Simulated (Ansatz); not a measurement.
Reaction (formal exchange of groups at the Si–C bond): `[SiH3][C@H]1B[Si@@H]1Br` + `[SiH3][S][GeH3]` → `[SiH3][SiH2][S][GeH3]` + `Br[SiH]1BC1`

Program: Ansatz. Geometries: PBE0-D4/def2-TZVP. ΔE: electronic, gas phase. CCSD(T)/CBS is the MP2 limit (def2-TZVPP, def2-QZVPP) plus CCSD(T) − MP2 in def2-TZVPP, frozen cores. For Br, Ge outer-core shells are correlated without core-valence functions, which leaves a few kJ/mol of doubt a bond. Scalar relativity is left out up to krypton. Each species was taken in one conformer, which may not be the lowest.

Task: Is it downhill or uphill in electronic energy at CCSD(T)/CBS, and by how much? (Estimate.)

Result: Ansatz gave: Uphill: ΔE = +0.22 eV.

Task: What do these levels give: SCS-MP2/def2-TZVPP, CCSD(T)/def2-TZVPP, HF/def2-QZVPP, MP2/def2-QZVPP, SCS-MP2/def2-QZVPP, HF/CBS(def2)? (Best estimate.)

Result: Computed: SCS-MP2/def2-TZVPP 0.30, CCSD(T)/def2-TZVPP 0.22, HF/def2-QZVPP 0.38, MP2/def2-QZVPP 0.30, SCS-MP2/def2-QZVPP 0.31, HF/CBS(def2) 0.38 eV.

Largest T1 diagnostic among the species: 0.012.

In def2-TZVPP, CCSD(T) changes the Hartree–Fock value by −0.15 eV (the triples alone add −0.03 eV) and MP2 by −0.08 eV. From PBE to PBE0 (25 % exact exchange), in def2-TZVPP and without D4, ΔE moves by +0.10 eV.
